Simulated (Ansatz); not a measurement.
Calculated with Ansatz (gas phase, PBE0-D4/def2-TZVP geometries, no zero-point term in ΔE). CBS: MP2 limit from def2 TZ/QZ plus the TZ coupled-cluster correction, frozen cores. This one scheme is used for every species. Functionals use def2-TZVPP. B3LYP here is the variant with VWN-RPA as its local correlation; programs differ in this. HSE06 is defined as in plane-wave codes. Each species was taken in one conformer, which may not be the lowest.

`F[SiH2][SiH](F)S` + NH₃ → `N[SiH](F)S` + `F[SiH3]`  (cleavage of the Si–Si bond)

```
             level  ΔE (kJ/mol)  difference from CCSD(T)/CBS
        r2SCANh-D4        -83.1                          3.5
        r2SCAN0-D4        -85.9                          0.7
          HSE06-D4        -72.5                         14.1
            revPBE        -63.9                         22.7
            r2SCAN        -82.0                          4.6
              PBE0        -75.2                         11.4
             B3LYP        -86.0                          0.6
             HSE06        -75.1                         11.5
           LC-ωPBE        -85.0                          1.6
       HF/def2-SVP       -104.7                        -18.1
     CCSD/def2-SVP        -91.3                         -4.7
SCS-MP2/def2-TZVPP        -97.3                        -10.7
   CCSD/def2-TZVPP        -91.4                         -4.8
     HF/def2-QZVPP       -108.1                        -21.5
SCS-MP2/def2-QZVPP        -96.7                        -10.1
      HF/CBS(def2)       -108.2                        -21.6
       CCSD(T)/CBS        -86.6                            0
```

Largest T1 diagnostic among the species: 0.012.

The D4 term adds +4.2 kJ/mol with B3LYP and +2.6 kJ/mol with PBE0; it sums over pairs of atoms, weighted by their polarisabilities, and B3LYP, whose exchange is more repulsive, gets the larger term. Leaving LDA and LC-ωPBE aside and taking each functional with its dispersion term where it has one, the values, not all of them listed here, spread over 27.5 kJ/mol, from BHLYP-D4 to PBE-D4. LDA lies −8.4 kJ/mol from PBE without D4.
